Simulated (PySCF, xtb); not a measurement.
Cs(Cl) cation (ClCs), SMILES [Cs][Cl] (connectivity only; charge and spin as stated), charge +1, multiplicity 2.

Harmonic wavenumbers (cm⁻¹) from GFN2-xTB in xtb at its own minimum, in rising order: 71.

### Question
What does PBE-D3(BJ)/def2-TZVPD (PySCF 2.14.0) give at its own minimum? (Estimate from the structure and the level; the computed values follow.)

### Answer
57. Paired by order, the mean absolute difference is 15 cm⁻¹ and the zero-point energies are 0.1 and 0.1 kcal/mol.
